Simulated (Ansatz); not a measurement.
Relaxation of GeH$_{5}$ (6 atoms, charge 0, multiplicity 2), to a largest force component of 0.03 eV/Å in at most 50 steps.

The calculation used Ansatz 0.2.0, UKS B3LYP/def2-SVP.

```xyz
6
Properties=species:S:1:pos:R:3
Ge 0.000 0.000 -0.067
H 0.000 0.000 1.484
H 1.452 0.000 -0.584
H -0.725 1.257 -0.584
H -0.725 -1.257 -0.584
H 0.000 0.000 3.345
```

Where does it end, and by what steps?

The forces met the threshold. The force dipped under the threshold on the way, but the program's further checks kept it going. After 7 steps the energy has fallen by 0.011 eV; H6 moved furthest, 0.74 Å.

```json
{"step": "0", "energy less start (eV)": "0.0000", "largest force component (eV/Å)": "0.068", "accepted": "yes"}
{"step": "1", "energy less start (eV)": "-0.0003", "largest force component (eV/Å)": "0.020", "accepted": "yes"}
{"step": "2", "energy less start (eV)": "-0.0010", "largest force component (eV/Å)": "0.038", "accepted": "yes"}
{"step": "3", "energy less start (eV)": "-0.0056", "largest force component (eV/Å)": "0.088", "accepted": "yes"}
{"step": "4", "energy less start (eV)": "-0.0092", "largest force component (eV/Å)": "0.018", "accepted": "yes"}
{"step": "5", "energy less start (eV)": "-0.0106", "largest force component (eV/Å)": "0.047", "accepted": "yes"}
{"step": "6", "energy less start (eV)": "-0.0108", "largest force component (eV/Å)": "0.008", "accepted": "yes"}
{"step": "7", "energy less start (eV)": "-0.0109", "largest force component (eV/Å)": "0.007", "accepted": "yes"}
```

```xyz
6
Properties=species:S:1:pos:R:3
Ge 0.000 0.000 -0.215
H 0.000 0.000 1.326
H 1.453 0.000 -0.727
H -0.726 1.258 -0.727
H -0.726 -1.258 -0.727
H 0.000 0.000 4.081
```

Whether the end is a true minimum wasn't checked by a vibrational analysis.

Run time: 9.6 s on 2 threads of Intel(R) Xeon(R) Platinum 8259CL CPU @ 2.50GHz (Skylake/Cascade Lake), with other jobs on the host, peak memory 0.15 GiB.
